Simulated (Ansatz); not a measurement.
C₂H₈AlNSi, SMILES `[CH3][Al]1[NH][SiH]1C`, relaxed with RKS PBE-D4/def2-SVP in Ansatz 0.2.0 from a rough embedded geometry. The force threshold is 0.03 eV/Å; the program also tests the step.

Total charge 0; spin multiplicity 1.

Start:

```xyz
13

C    -1.092   -2.470   -0.755
Al   -0.519   -0.635   -0.936
N    -0.884    1.210   -0.798
Si    0.918    1.204   -0.455
C     1.191    1.462    1.398
H    -2.127   -2.581   -0.425
H    -0.414   -3.032   -0.069
H    -0.993   -2.998   -1.790
H    -1.414    1.391    0.059
H     1.644    1.914   -1.429
H     0.891    2.510    1.614
H     2.245    1.308    1.599
H     0.554    0.719    1.986
```

Q: By how much does the energy fall, and how many steps does the optimiser take? (Best estimate.)

A: Ansatz gave: 103.04 kJ/mol, in 9 steps, 1 of them rejected.

Q: Which bonds change most? (Estimate.)

A: Computed: Si4–H10 from 1.407 to 1.518 Å; Al2–N3 from 1.885 to 1.801 Å; C1–H8 from 1.166 to 1.110 Å; Al2–Si4 from 2.382 to 2.335 Å.

Q: Give the relaxed structure. (An estimate is asked.)

A: Computed: 
```xyz
13

C    -1.209   -2.654   -0.968
Al   -0.374   -0.910   -0.622
N    -0.944    0.779   -0.369
Si    0.830    1.045   -0.203
C     1.425    1.731    1.462
H    -2.316   -2.575   -0.956
H    -0.903   -3.400   -0.205
H    -0.900   -3.050   -1.958
H    -1.713    1.457   -0.323
H     1.439    1.940   -1.268
H     1.120    2.793    1.580
H     2.533    1.694    1.520
H     1.013    1.150    2.311
```
